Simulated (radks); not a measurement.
Initial-state core-level shifts of neutral antimony when its valence configuration changes from [Kr] 4d10 5s2 5p3. Calculated with a radial shooting solver on a logarithmic mesh with Libxc functionals: Dirac Kohn-Sham, BLYP, spin-unpolarised, spherical densities, finite nucleus; open shells are shared between the two j in proportion to 2j + 1; Fermi nuclear charge, rms radius 4.6802 fm. Shifts are changes of the shell-averaged eigenvalues in eV (positive: less bound); the change of the density at the nucleus, which sets a Mossbauer isomer shift, is in e/bohr^3, on a base of 2.09e+05.

valence                2s       3d       4s       4p  density at nucleus
4d10 5s1 5p4       -1.437   -1.451   -1.441   -1.432              -46.96
4d9 5s2 5p4        -8.677   -8.391   -7.111   -6.810              +22.63
4d10 5p5           -2.801   -2.830   -2.810   -2.792              -97.11
4d10 5s1.5 5p3.5   -0.729   -0.735   -0.731   -0.726              -23.06
4d10 5s0.5 5p4.5   -2.127   -2.148   -2.133   -2.120              -71.65
4d9 5s1 5p5       -10.028   -9.756   -8.453   -8.141              -30.73
4d9.5 5s1 5p4.5    -5.692   -5.571   -4.944   -4.786              -39.00
4d8 5s2 5p5       -17.660  -17.017  -14.222  -13.598              +46.28
4d9 5s0.5 5p5.5   -10.682  -10.417   -9.103   -8.785              -58.52
